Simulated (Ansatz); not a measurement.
Reaction (redistribution): `[Cl][Hf]([Cl])([Cl])[SeH]` + `O=[CH][GeH2][Cl]` → `O=[CH][GeH2][SeH]` + `[Cl][Hf]([Cl])([Cl])[Cl]`

Computed with Ansatz on PBE0-D4/def2-TZVP structures; ΔE is electronic, products minus reactants. CCSD(T)/CBS is the MP2 limit (def2-TZVPP, def2-QZVPP) plus CCSD(T) − MP2 in def2-TZVPP, frozen cores. Functionals use def2-TZVPP. Elements past krypton have def2 core potentials. For Ge, Hf, Se outer-core shells are correlated without core-valence functions, which leaves a few kJ/mol of doubt a bond. Scalar relativity is left out up to krypton. Each species was taken in one conformer, which may not be the lowest.

`[Cl][Hf]([Cl])([Cl])[SeH]`:

Cartesian coordinates in Å:
```
Cl -1.147 -1.304 -1.691
Hf 0.023 0.279 -0.458
Cl -1.465 1.916 0.251
Cl 1.783 1.180 -1.663
Se 1.084 -0.841 1.573
H -0.277 -1.231 1.989
```

`O=[CH][GeH2][Cl]`:

Cartesian coordinates in Å:
```
O 1.287 -0.972 1.441
C 0.283 -0.901 0.793
Ge -0.030 0.637 -0.459
Cl -1.954 0.286 -1.368
H -0.508 -1.681 0.860
H -0.101 1.965 0.305
H 1.023 0.666 -1.572
```

`O=[CH][GeH2][SeH]`:

Cartesian coordinates in Å:
```
O -0.162 0.617 -2.248
C 0.017 -0.220 -1.410
Ge -0.640 -0.018 0.477
Se 1.205 -0.327 1.909
H 0.598 -1.144 -1.641
H -1.603 -1.161 0.837
H -1.286 1.362 0.650
H 1.871 0.891 1.427
```

`[Cl][Hf]([Cl])([Cl])[Cl]`:

Cartesian coordinates in Å:
```
Cl -0.562 -1.372 1.782
Hf 0.000 0.000 0.000
Cl 1.251 1.793 0.770
Cl 1.244 -1.205 -1.541
Cl -1.933 0.784 -1.011
```

```csv
level,ΔE (kJ/mol),difference from CCSD(T)/CBS
r2SCAN-D4,-51.5,-3.2
PBE0-D4,-50.0,-1.7
ωB97X-V,-50.4,-2.1
PBE,-51.0,-2.7
PBE0,-50.3,-2.0
HF/def2-TZVPP,-50.0,-1.7
CCSD(T)/def2-TZVPP,-46.7,1.6
SCS-MP2/def2-QZVPP,-46.2,2.1
MP2/CBS(def2),-46.5,1.8
CCSD/CBS(def2),-49.2,-0.9
CCSD(T)/CBS,-48.3,0
```

Largest T1 diagnostic among the species: 0.014.

In def2-TZVPP, CCSD(T) changes the Hartree–Fock value by +3.3 kJ/mol (the triples alone add +0.8 kJ/mol) and MP2 by +5.1 kJ/mol.

CCSD(T)/CBS has its own doubt, a few kJ/mol and more with outer-core shells, so smaller differences from it don't rank the levels.
